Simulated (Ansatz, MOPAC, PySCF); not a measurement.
Noncovalent pair: SiH4 (SMILES [SiH4]) (first 5 atoms) with CH2F2 (SMILES FCF); geometry from B3LYP-D3(BJ)/def2-TZVP, rigid monomers moved along the line of their centres of mass till Si1···F6 is 3.78 Å.
(charge 0, multiplicity 1):
```
atom    x (Å)    y (Å)    z (Å)
----  -------  -------  -------
Si    -0.0884   0.0561   0.0743
H      0.2043  -1.1742   0.8457
H     -1.3128   0.6946   0.6005
H     -0.2947  -0.3140  -1.3456
H      1.0569   0.9863   0.1745
F      0.3944   0.5877   3.7855
C     -0.0331  -0.5322   4.4369
F     -1.3894  -0.5917   4.3447
H      0.2448  -0.4483   5.4886
H      0.3912  -1.4059   3.9410
```

Monomers are frozen at their geometry in the pair; levels with a basis set take the counterpoise correction. Rows marked so take none.

Rows in 3-21G, 6-31G* carry no dispersion term and start afresh at each structure (6-31G* with six Cartesian d functions). The state reached by PM7 isn't checked; PM7 holds dispersion and hydrogen-bond terms.

Codes used: Ansatz (a quantum-chemistry and plane-wave program); MOPAC for PM7 (differences of heats of formation); PySCF for 3-21G rows, 6-31G* rows, the dispersion terms. Values without a source in brackets are computed.

### Question
One of these levels gives -2.07 kcal/mol for the interaction energy. Name it.
A) HF/3-21G (no counterpoise)
B) PBE0-D4/def2-TZVPPD
C) PM7
D) B3LYP/6-31G* (no counterpoise)

### Answer
A, HF/3-21G (no counterpoise). The others give -0.57 (PM7), -1.65 (B3LYP/6-31G* (no counterpoise)), -0.96 (PBE0-D4/def2-TZVPPD)
